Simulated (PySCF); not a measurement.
## Radial density of Gd⁴¹⁺ (gadolinium, charge +41)

UHF, [Ar] 3d5, high-spin 6S determinant. Computed with PySCF 2.14 in an even-tempered Gaussian basis (18 s from 7.7 bohr⁻², ratio 2.5; 12 p from 10 bohr⁻², ratio 2.5; 8 d from 10 bohr⁻², ratio 2.5; 4 f from 39 bohr⁻², ratio 2.7; 3 g from 59 bohr⁻², ratio 2.7), with scalar relativity by spin-free X2C-1e.

| r (bohr) | 4πr²ρ (e/bohr) | 4πr²(ρα − ρβ) |
| --- | --- | --- |
| 0.0206 | 80.53 | 0.0227 |
| 0.0347 | 77.09 | 0.3169 |
| 0.0584 | 106.7 | 2.7418 |
| 0.0982 | 80.81 | 13.3154 |
| 0.165 | 66.63 | 26.6110 |
| 0.278 | 43.41 | 12.5202 |
| 0.467 | 1.940 | 0.5129 |
| 0.786 | 0.003008 | 0.0010 |

Densities and radii are taken from the X2C orbitals without a picture-change correction, which distorts them close to the nucleus.

Spin-orbit coupling, which splits the p, d and f shells strongly at this Z, is absent. Spin-orbit coupling is strong in this species (close to jj coupling), so the high-spin LS determinant is a model state, not a physical level.
